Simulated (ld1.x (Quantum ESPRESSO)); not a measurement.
Gd (Z = 64), TM semilocal: configuration errors across variants

* Element: Gd
* Generator: ld1.x (Quantum ESPRESSO) 7.5
* Type: norm-conserving Troullier–Martins (semilocal form)
* Functional: Wu–Cohen
* Relativity: scalar-relativistic
* Frozen core: [Xe] 4f7
* Valence charge: 3
* Reference configuration: 5d1 6s0 6p0 (charge +2)
* Partial waves: 6p (bound, empty): rc 3.55 bohr; 5d (bound): rc 2.15 bohr; 6s (bound, empty): rc 2.90 bohr
* Local potential: the s channel
* Core correction: none

All-electron excitation energies from the reference (eV): (1) 5d1 6s2 6p0 -18.657; (2) 5d1 6s1 6p0 -11.984; (3) 5d1 6s1.5 6p0 -15.961; (4) 5d0 6s2 6p1 -16.799; (5) 5d1 6s1 6p1 -15.737; (6) 5d0 6s2 6p0 -12.573; (7) 5d1 6s0 6p1 -8.377.

A semilocal file is local in each channel, so a ghost entry of none says nothing of the separable form that plane-wave codes build from it.

3 further variants failed, have other tests or another functional or relativity, and are left out.

Errors AE − PS in meV (a dash: test not solved or not reliable):

```csv
change,(1),(2),(3),(4),(5),(6),(7),bound ghosts
base,+630,+338,+502,+906,+545,+746,+280,none
core correction a·sin(br)/r model core inside 1.00 bohr,-37,-20,-31,-124,-7.4,-108,+2.1,none
wave 6p (bound): rc 3.55 bohr becomes 6p (bound): rc 3.12 bohr,+630,+338,+502,+902,+549,+746,+284,none
"all radii scaled by about 1.29 (s 3.74, p 4.58, d 2.78 bohr)",+626,+335,+497,+892,+541,+731,+277,none
wave 6s (bound): rc 2.90 bohr becomes 6s (bound): rc 4.48 bohr,+583,+304,+457,+843,+524,+669,+280,none
```

Problem. Give the same row for: wave 5d (bound): rc 2.15 bohr becomes 5d (bound): rc 1.32 bohr.

Solution. +630, +338, +502, +899, +545, +738, +280; bound ghosts: none.
